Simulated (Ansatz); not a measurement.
Consider the formal exchange of groups at a C–In bond: `[SiH3][CH2][InH2]` + `C[SiH2]F` → `F[SiH2]CC[SiH3]` + `[InH3]`.

Isolated molecules relaxed with PBE0-D4/def2-TZVP in Ansatz; ΔE leaves out vibrations. CBS: MP2 limit from def2 TZ/QZ plus the TZ coupled-cluster correction, frozen cores. Functionals use def2-TZVPP. B3LYP here is the variant with VWN-RPA as its local correlation; programs differ in this. HSE06 is defined as in plane-wave codes. Elements past krypton have def2 core potentials. For In outer-core shells are correlated without core-valence functions, which leaves a few kJ/mol of doubt a bond. One conformer a species, not always the lowest.

`[SiH3][CH2][InH2]`:

Z-matrix (Å, degrees):
```
Si
C 1 1.860
H 1 1.491 2 110.4
H 1 1.490 2 113.1 3 120.7
H 1 1.491 2 110.4 3 -118.5
In 2 2.161 1 112.9 3 59.1
H 2 1.093 1 109.3 3 179.8
H 2 1.094 1 109.3 3 -61.5
H 6 1.726 2 119.1 1 -89.8
H 6 1.726 2 119.1 1 90.2
```

`C[SiH2]F`:

Z-matrix (Å, degrees):
```
C
Si 1 1.853
H 1 1.094 2 110.1
H 1 1.092 2 111.0 3 -119.6
H 1 1.092 2 111.1 3 119.7
F 2 1.604 1 109.4 3 179.8
H 2 1.485 1 111.5 3 61.3
H 2 1.485 1 111.5 3 -61.7
```

`F[SiH2]CC[SiH3]`:

Z-matrix (Å, degrees):
```
Si
C 1 1.863
F 1 1.605 2 108.8
H 1 1.484 2 112.6 3 118.7
H 1 1.485 2 110.5 3 -118.1
C 2 1.534 1 116.0 3 -52.2
H 2 1.098 1 107.0 3 -176.4
H 2 1.097 1 106.8 3 70.9
Si 6 1.881 2 115.9 1 -67.9
H 6 1.095 2 110.3 1 55.2
H 6 1.096 2 109.8 1 171.3
H 9 1.487 6 109.6 2 -171.5
H 9 1.487 6 111.7 2 68.2
H 9 1.489 6 109.9 2 -51.9
```

`[InH3]`:

Cartesian coordinates in Å:
```
In 0.000 0.000 0.000
H 0.876 -0.759 1.276
H -1.338 1.025 0.363
H 0.462 -0.265 -1.640
```

```json
{"level": "B3LYP-D4", "ΔE (kJ/mol)": "53.5", "difference from CCSD(T)/CBS": "-11.8"}
{"level": "r2SCANh-D4", "ΔE (kJ/mol)": "58.5", "difference from CCSD(T)/CBS": "-6.8"}
{"level": "r2SCAN0-D4", "ΔE (kJ/mol)": "57.4", "difference from CCSD(T)/CBS": "-7.9"}
{"level": "revPBE", "ΔE (kJ/mol)": "63.0", "difference from CCSD(T)/CBS": "-2.3"}
{"level": "BLYP", "ΔE (kJ/mol)": "62.7", "difference from CCSD(T)/CBS": "-2.6"}
{"level": "HSE06", "ΔE (kJ/mol)": "58.2", "difference from CCSD(T)/CBS": "-7.1"}
{"level": "LC-ωPBE", "ΔE (kJ/mol)": "55.6", "difference from CCSD(T)/CBS": "-9.7"}
{"level": "RPA@PBE/def2-TZVPP", "ΔE (kJ/mol)": "57.3", "difference from CCSD(T)/CBS": "-8.0"}
{"level": "HF/def2-SVP", "ΔE (kJ/mol)": "45.3", "difference from CCSD(T)/CBS": "-20.0"}
{"level": "MP2/def2-SVP", "ΔE (kJ/mol)": "49.0", "difference from CCSD(T)/CBS": "-16.3"}
{"level": "CCSD/def2-SVP", "ΔE (kJ/mol)": "44.1", "difference from CCSD(T)/CBS": "-21.2"}
{"level": "CCSD(T)/def2-SVP", "ΔE (kJ/mol)": "43.7", "difference from CCSD(T)/CBS": "-21.6"}
{"level": "CCSD(T)/def2-TZVPP", "ΔE (kJ/mol)": "61.1", "difference from CCSD(T)/CBS": "-4.2"}
{"level": "SCS-MP2/def2-QZVPP", "ΔE (kJ/mol)": "66.6", "difference from CCSD(T)/CBS": "1.3"}
{"level": "HF/CBS(def2)", "ΔE (kJ/mol)": "55.4", "difference from CCSD(T)/CBS": "-9.9"}
{"level": "CCSD/CBS(def2)", "ΔE (kJ/mol)": "64.2", "difference from CCSD(T)/CBS": "-1.1"}
{"level": "CCSD(T)/CBS", "ΔE (kJ/mol)": "65.3", "difference from CCSD(T)/CBS": "0"}
```

Largest T1 diagnostic among the species: 0.014.

In def2-TZVPP, CCSD(T) changes the Hartree–Fock value by +6.3 kJ/mol (the triples alone add +1.0 kJ/mol) and MP2 by +13.6 kJ/mol. Leaving LDA and LC-ωPBE aside and taking each functional with its dispersion term where it has one, the values, not all of them listed here, spread over 13.1 kJ/mol, from revPBE-D4 to B2PLYP. LDA lies −10.9 kJ/mol from PBE without D4.
